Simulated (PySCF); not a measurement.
# Vertical excitation energies

Compound: C4H6O2Si.
Atom-mapped SMILES: `[CH:1]#[C:2][SiH2:3][O:4][C:5]([CH3:6])=[O:7]` (hydrogens: H8 on C1; H9, H10 on Si3; H11, H12, H13 on C6)

Structure used (GFN2-xTB), in Å, numbered top down from 1:
```xyz
13
C4H6O2Si angstrom
C     -1.513    2.837    1.433
C     -1.495    1.782    0.858
Si    -1.525    0.158   -0.025
O      0.115   -0.104   -0.196
C      0.624   -1.173   -0.789
C      2.128   -1.160   -0.809
O     -0.064   -2.043   -1.251
H     -1.517    3.761    1.937
H     -2.134    0.275   -1.347
H     -2.096   -0.895    0.808
H      2.500   -1.116    0.212
H      2.500   -2.052   -1.304
H      2.473   -0.270   -1.331
```

Level of theory: TDDFT CAM-B3LYP/def2-SVPD, vertical, gas phase, core orbitals frozen in the response in PySCF.

| state | λ (nm) | E (eV) | f | \|μ\| (D) | symmetry | main configurations (H = HOMO, L = LUMO) |
| --- | --- | --- | --- | --- | --- | --- |
| S1 | 211.0 | 5.88 | 0.0008 | 0.20 | – | H→L+1 (46%), H→L+3 (34%), H-2→L+3 (10%) |
| S2 | 204.9 | 6.05 | 0.0001 | 0.08 | – | H-1→L (69%) |
| S3 | 195.1 | 6.36 | 0.0024 | 0.32 | A′ | H-2→L (29%), H-1→L+1 (28%), H→L (17%) |
| S4 | 193.1 | 6.42 | 0.0001 | 0.07 | – | H-2→L+1 (41%), H-2→L+3 (18%), H→L+1 (13%) |
| S5 | 165.2 | 7.50 | 0.062 | 1.47 | A′ | H→L (63%), H-2→L (15%) |
| S6 | 155.5 | 7.98 | 0.0062 | 0.45 | A″ | H-3→L (79%) |
| S7 | 152.5 | 8.13 | 0.019 | 0.77 | A″ | H-1→L+2 (76%), H-1→L+4 (15%) |
| S8 | 152.1 | 8.15 | 0.058 | 1.37 | A′ | H→L+2 (58%), H-3→L+1 (14%) |

Triplets, Tamm–Dancoff:

```csv
state,E (eV),λ (nm),"main configurations (H = HOMO, L = LUMO)"
T1,5.05,245.7,"H-2→L (29%), H-1→L+1 (22%), H-1→L+3 (14%)"
T2,5.36,231.2,"H→L+1 (44%), H→L+3 (34%), H-2→L+3 (11%)"
T3,5.49,225.7,"H-1→L (49%), H-2→L+1 (16%)"
```

The lowest singlet lies at 5.88 eV (211 nm, ultraviolet) and is very weak; its leading configuration is HOMO→LUMO+1 (46%). The most intense listed level is S5 at 7.50 eV (165 nm, f = 0.062), 1.63 eV above S1. Löwdin shares by element: HOMO oxygen 61%, carbon 21% or more (atoms not listed hold the other 18%); LUMO carbon 39% or more, silicon 27%, hydrogen 7% or more (atoms not listed hold the other 27%). Weighted by f, the mean energy of these states is 7.83 eV. The oscillator strengths of these states sum to 0.148; summed over the whole spectrum of an exact calculation they would give the number of electrons, 60 (Thomas–Reiche–Kuhn). Of the 8 states listed, 3 reach f = 0.01 and 2 stay under 0.0005. Symmetry labels in Cs follow from the direction of the transition dipole and are given only for states with f of 0.002 or more. The window holds the lowest 8 singlets.

One conformer stands for the species.
